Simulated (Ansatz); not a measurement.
```yaml
crystal:
  periodic: [false, false, false]
  atoms:
    - {symbol: B, position_ang: [0.581193, -0.048382, -1.603526]}
    - {symbol: Cl, position_ang: [2.328969, -0.170426, -1.134962]}
    - {symbol: Cl, position_ang: [0.215598, -0.035686, -3.370721]}
    - {symbol: S, position_ang: [-0.352435, 1.524628, -0.777815]}
    - {symbol: C, position_ang: [0.577916, 1.888911, 0.749887]}
    - {symbol: B, position_ang: [-1.683071, 0.116519, -0.257277]}
    - {symbol: Cl, position_ang: [-2.110173, 0.164680, 1.504718]}
    - {symbol: Cl, position_ang: [-3.056112, 0.198874, -1.425538]}
    - {symbol: S, position_ang: [-0.556341, -1.468918, -0.756894]}
    - {symbol: C, position_ang: [0.322712, -1.943882, 0.771134]}
    - {symbol: H, position_ang: [-0.159642, 2.052670, 1.557558]}
    - {symbol: H, position_ang: [1.263199, 1.058912, 1.000755]}
    - {symbol: H, position_ang: [1.160811, 2.808812, 0.561868]}
    - {symbol: H, position_ang: [-0.105653, -2.906610, 1.104634]}
    - {symbol: H, position_ang: [0.179495, -1.179983, 1.557492]}
    - {symbol: H, position_ang: [1.393545, -2.060120, 0.518697]}
basis:
  gaussian: {orbitals: cc-pVDZ, final_grid: {core_spheres: 1, valence_spheres: 1, degree: 5}}
hamiltonian: {xc: {name: r2SCAN}}
scf: {lower_state_search: light}
output: {forces: true}
```

```sh
$ ansatz run in.yaml --threads 2 --pin off --events-out ev --progress --plain --max-ram 22528MiB --backend cpu
```

Shortened log:

```
Functional definition: r2SCAN
2574 factors; their error is unknown
mean field evaluation 1: about -75279.5154 eV, gradient 5.3e1 eV
mean field evaluation 2: about -75272.9968 eV, gradient 7.0e1 eV
mean field evaluation 4: about -75286.4847 eV, gradient 2.7e0 eV
mean field evaluation 8: about -75251.6493 eV, gradient 2.4e1 eV
mean field evaluation 16: about -75253.3772 eV, gradient 1.2e-2 eV
mean field -75253.37722812 eV, -2765.5106045623 hartree, gradient 4.5e-5 eV, S^2 0.000000; 0 other end points of the search recorded, 0 dependent functions left out
reference -75253.37724556 eV, -2765.5106052033 hartree; 64, 64 occupied and 130, 130 virtual orbitals, 2574 factors
Total energy: -75253.37724556 eV, -2765.5106052033 hartree
Atom 0 at     0.581193    -0.048382    -1.603526 Å, force     1.742412    -0.203017    -2.038655 eV/Å
Atom 1 at     2.328969    -0.170426    -1.134962 Å, force    -9.330954     0.520517    -3.171960 eV/Å
Atom 2 at     0.215598    -0.035686    -3.370721 Å, force     0.930604     0.020359    10.419179 eV/Å
Atom 3 at    -0.352435     1.524628    -0.777815 Å, force     3.839962    -4.422798     7.583100 eV/Å
Atom 4 at     0.577916     1.888911     0.749887 Å, force    -3.714537    -0.373157    -5.401329 eV/Å
Atom 5 at    -1.683071     0.116519    -0.257277 Å, force    -2.627463     0.271156     0.588555 eV/Å
Atom 6 at    -2.110173     0.164680     1.504718 Å, force     1.690257    -0.098250    -9.759615 eV/Å
Atom 7 at    -3.056112     0.198874    -1.425538 Å, force     8.681382    -0.575511     5.810768 eV/Å
Atom 8 at    -0.556341    -1.468918    -0.756894 Å, force     4.835812     3.715137     7.119320 eV/Å
Atom 9 at     0.322712    -1.943882     0.771134 Å, force    -2.178333     0.911594    -6.697621 eV/Å
Atom 10 at    -0.159642     2.052670     1.557558 Å, force     3.172896    -0.253942    -3.277499 eV/Å
Atom 11 at     1.263199     1.058912     1.000755 Å, force    -1.945951     1.800662    -0.061182 eV/Å
Atom 12 at     1.160811     2.808812     0.561868 Å, force    -3.054506    -4.840581     0.678006 eV/Å
Atom 13 at    -0.105653    -2.906610     1.104634 Å, force     1.843642     5.017830    -1.763553 eV/Å
Atom 14 at     0.179495    -1.179983     1.557492 Å, force     0.731616    -1.675443    -1.207675 eV/Å
Atom 15 at     1.393545    -2.060120     0.518697 Å, force    -4.616840     0.185444     1.180161 eV/Å
Dipole moment:     0.375106    -0.014554     0.616362 e Å
```

What is wrong with this run?

The integration grid is far too coarse. The run converged. The result belongs to that input, not to the species as meant.
